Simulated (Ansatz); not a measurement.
Wavefunction ladder for CH5BN2 (`B1NCN1`)

Z-matrix (Å, degrees):
```
C
N 1 1.458
B 1 2.018 2 45.1
N 1 1.458 2 90.2 3 0.0
H 1 1.097 2 113.7 3 116.9
H 1 1.097 2 114.4 3 -116.3
H 2 1.003 1 124.3 3 147.8
H 3 1.191 2 133.7 1 -180.0
H 4 1.003 1 124.3 2 147.9
```

The species carries charge 0 and has multiplicity 1. All single points use the PBE0-D4/def2-TZVP geometry. Frozen core, restricted reference, the Gaussian-basis code of Ansatz. CBS rows extrapolate triple and quadruple zeta; past MP2 they add the triple-zeta difference.

```
     basis     HF (Eh)  MP2 corr.
  def2-SVP  -174.25404   -0.55273
def2-TZVPP  -174.45253   -0.68178
def2-QZVPP  -174.46114   -0.72843
```

Problem. Estimate the CCSD correlation energy and the (T) correction in each basis where they were run (hartree).

Solution. 
```json
{"basis": "def2-SVP", "CCSD corr.": "-0.58843", "(T)": "-0.01848"}
{"basis": "def2-TZVPP", "CCSD corr.": "-0.70751", "(T)": "-0.02985"}
{"basis": "CBS(def2)", "CCSD corr.": "-0.78870", "(T)": "as TZ"}
```
